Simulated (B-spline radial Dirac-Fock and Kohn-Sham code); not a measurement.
Elastic electron scattering at 1 keV, Ba to Hg

Model: relativistic (Dirac) partial waves in the static field of the Dirac-Fock atom with Furness-McCarthy exchange, without polarisation or absorption potentials. Program: a B-spline atomic structure program. σ_tr1 and σ_tr2 weight the cross section with 1 − P₁ and 1 − P₂ of cos θ; "backward" is the share scattered beyond 90°.

```
 Z  element  σ (a₀²)  σ_tr1 (a₀²)  σ_tr2 (a₀²)  backward (%)  dσ/dΩ at 90° (a₀²/sr)
56       Ba     14.6         2.26         2.14           6.6                 0.0994
57       La     14.8         2.30         2.19           6.6                 0.0975
58       Ce     14.3         2.33         2.19           7.0                 0.0935
59       Pr     13.4         2.33         2.13           7.6                 0.0871
60       Nd     13.0         2.35         2.13           8.0                 0.0813
61       Pm     12.7         2.37         2.11           8.3                 0.0750
62       Sm     12.3         2.38         2.10           8.7                 0.0682
63       Eu     12.0         2.39         2.09           9.0                 0.0612
64       Gd     12.2         2.42         2.11           8.9                 0.0558
65       Tb     11.4         2.40         2.06           9.6                 0.0473
66       Dy     11.1         2.41         2.04           9.9                 0.0407
67       Ho     10.9         2.41         2.03            10                 0.0346
68       Er     10.6         2.40         2.01            10                 0.0293
69       Tm     10.3         2.40         2.00            11                 0.0247
70       Yb     10.1         2.39         1.99            11                 0.0211
71       Lu     10.5         2.40         2.02            11                 0.0193
72       Hf     10.5         2.41         2.05            10                 0.0185
73       Ta     10.5         2.42         2.08            11                 0.0185
74        W     10.4         2.43         2.12            11                 0.0195
75       Re     10.2         2.45         2.15            11                 0.0216
75       Re     10.2         2.45         2.15            11                 0.0216
76       Os     10.1         2.46         2.18            11                 0.0247
77       Ir     9.87         2.47         2.21            11                 0.0289
78       Pt     9.14         2.47         2.23            12                 0.0346
79       Au     8.94         2.48         2.26            12                 0.0413
80       Hg     9.25         2.49         2.30            12                 0.0486
```

Values without a named source are computed, but for edge energies of neutral atoms, which are taken from tables.
